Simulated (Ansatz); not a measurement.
Stepwise reaction of `CN(C)[SiH2]O` with water, as a gas-phase model of exchange steps in deposition or etching. ΔE in kJ/mol.

Program: Ansatz. Geometries: PBE0-D4/def2-TZVP. ΔE: electronic, gas phase. CCSD(T)/CBS adds triple-zeta CCSD(T) − MP2 to the extrapolated MP2 energy (def2 sets, frozen cores). This one scheme is used for every species. Functionals use def2-TZVPP. B3LYP here is the variant with VWN-RPA as its local correlation; programs differ in this. Each species was taken in one conformer, which may not be the lowest.

```
step                                          reaction  PBE-D4  B3LYP-D4  ωB97M-V  CCSD(T)/CBS
   1      `CN(C)[SiH2]O` + H₂O → `CN(C)[SiH](O)O` + H₂   -91.6     -98.5   -100.1        -96.7
   2  `CN(C)[SiH](O)O` + H₂O → `CN(C)[Si](O)(O)O` + H₂   -88.4     -95.8    -96.8        -93.2
```

Problem. By hand: ΔE of the 2 steps together at CCSD(T)/CBS.

Solution. (-96.7) + (-93.2) = -189.9 kJ/mol, or -95.0 kJ/mol a step.

In ΔE the steps differ by no more than 3.5 kJ/mol. All are downhill at CCSD(T)/CBS. PBE-D4 differs from CCSD(T)/CBS by 4.8 to 5.1 kJ/mol a step. Isolated molecules leave out the surface, adducts and barriers. Largest T1 diagnostic: 0.011.
